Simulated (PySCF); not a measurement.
# C3H6NSi: g tensor and hyperfine couplings

Species: C3H6NSi (doublet state).
Bonds: C1–C2, C2–N3 (double), N3–C4, C4–Si5, C1–Si5. Hydrogens: H6 on C1; H7 on C2; H8, H9 on C4; H10, H11 on Si5.

The species is `[CH]1C=NC[SiH2]1` [radical].

Level of theory: UKS B3LYP, pcH-1 on C H N Si, non-relativistic, mean-field spin-orbit, GIAO (PySCF). The structure is a single GFN2-xTB conformer in the gas phase; no vibrational or solvent corrections. The geometry wasn't refined by DFT: couplings that depend on bond lengths, twists or pyramidal angles can differ widely from those at the functional's own minimum. No stability test was run, so a lower SCF solution isn't excluded. ⟨S²⟩ is 0.775 where a pure state has 0.75.

* g1, g2, g3: 2.00214, 2.00351, 2.00509
* g_iso: 2.00358
* Form of g: rhombic: the two nearest values differ by 46 % of g3 − g1
* ⟨S²⟩: 0.7749 (exact 0.7500)
* α and β electrons: 23, 22
* HOMO–LUMO gap, α and β orbitals: 6.11, 3.52 eV
* Total energy: -462.12867 Eh

Isotropic coupling and dipolar principal values T1 to T3, in MHz; ρ(0) is the spin density at the nucleus:

```
atom  isotope  a_iso  of which spin–orbit     T1     T2    T3  Mulliken spin population  ρ(0) (bohr⁻³)
  C1      13C   51.8                 -0.1  -48.4  -47.4  95.9                      0.66         0.0461
  C2      13C  -41.7                  0.0  -28.8   11.0  17.8                     -0.23        -0.0371
  N3      14N   20.9                  0.0  -25.5  -25.0  50.5                      0.53         0.0645
  C4      13C  -19.0                  0.0   -3.2   -0.7   4.0                     -0.02        -0.0169
 Si5     29Si   12.6                  0.0   -7.9    3.0   4.8                     -0.01        -0.0142
  H6       1H  -38.9                  0.0  -23.9   -0.8  24.6                     -0.03        -0.0087
  H7       1H   15.9                  0.0   -5.5   -0.2   5.6                      0.01         0.0036
  H8       1H    9.0                  0.0   -4.4   -1.8   6.2                      0.00         0.0020
  H9       1H   98.3                  0.0   -3.8   -2.6   6.4                      0.04         0.0220
 H10       1H   12.8                  0.0   -2.6   -1.1   3.7                      0.01         0.0029
 H11       1H   70.3                  0.0   -2.0   -1.5   3.4                      0.04         0.0157
```

Largest spin populations (Mulliken): C1 (+0.66), N3 (+0.53) and C2 (-0.23). The angles at C1 add up to 359.9°, so it is planar.

Under fast tumbling the dipolar parts average out, and these isotropic splittings remain: 2 × 1H (H8/H9, I = 1/2, 3 lines) with 1.91 mT, 2 × 1H (H10/H11, I = 1/2, 3 lines) with 1.48 mT, 1 × 1H (H6, I = 1/2, 2 lines) with 1.39 mT, 1 × 14N (N3, I = 1, 3 lines) with 0.74 mT and 1 × 1H (H7, I = 1/2, 2 lines) with 0.57 mT.

Nuclei that the bonding pattern makes equivalent are averaged, as if the motion that swaps them (rotation, inversion, ring flip) were fast. The 1H value of +53.7 MHz is a mean of couplings from 9.0 to 98.3 MHz in this one geometry, not an average over conformers. The 1H value of +41.5 MHz is a mean of couplings from 12.8 to 70.3 MHz in this one geometry, not an average over conformers.

The 29Si coupling of Si5 (12.6 MHz) shows only in satellite lines or after enrichment, since that isotope makes up about 4.7 % of natural silicon.

The 13C coupling of C1 (51.8 MHz) shows only in satellite lines or after enrichment, since that isotope makes up about 1.07 % of natural carbon.

The spin density at the nucleus, in bohr⁻³, is negative for C2 (-0.0371), C4 (-0.0169) and Si5 (-0.0142), for instance. A restricted open-shell determinant has no negative spin density anywhere; here it arises because α and β orbitals differ (spin polarisation).
